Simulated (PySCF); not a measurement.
**Radial density of Bi⁻ (bismuth, charge -1)**

TPSS, [Xe] 4f14 5d10 6s2 6p4, high-spin 3P determinant. All numbers are calculated (PySCF 2.14, scalar relativity by spin-free X2C-1e, in aug-cc-pVQZ-DK3 (10s9p7d4f2g, 118 functions)).

| r (bohr) | 4πr²ρ (e/bohr) | 4πr²(ρα − ρβ) |
| --- | --- | --- |
| 0.0127 | 114.8 | 0.0034 |
| 0.0214 | 102.2 | 0.0099 |
| 0.0359 | 141.0 | 0.0127 |
| 0.0604 | 147.1 | -0.0021 |
| 0.102 | 129.4 | 0.0111 |
| 0.171 | 127.5 | 0.0060 |
| 0.288 | 91.17 | 0.0355 |
| 0.484 | 65.85 | 0.0006 |
| 0.814 | 26.83 | 0.0915 |
| 1.37 | 11.21 | 0.0597 |
| 2.30 | 3.209 | 0.7545 |
| 3.87 | 0.9630 | 0.4254 |
| 6.51 | 0.1388 | 0.0445 |
| 11.0 | 0.009481 | -0.0001 |
| 18.4 | 1.652e-05 | 0.0000 |

Densities and radii are taken from the X2C orbitals without a picture-change correction, which distorts them close to the nucleus.

Spin-orbit coupling is strong in this species (close to jj coupling), so the high-spin LS determinant is a model state, not a physical level. At TPSS the highest occupied level has a positive energy, so only the finite basis holds that electron; in a semilocal or global hybrid functional this comes from self-interaction and does not mean that the real anion is unbound.

(1) Where is the radial spin density 4πr²(ρα − ρβ) most negative, and why is it negative at all?

## Answers

(1) Around r = 0.0604 bohr, down to -0.0021 e/bohr: exchange with the open shell polarises the paired shells in an unrestricted calculation.
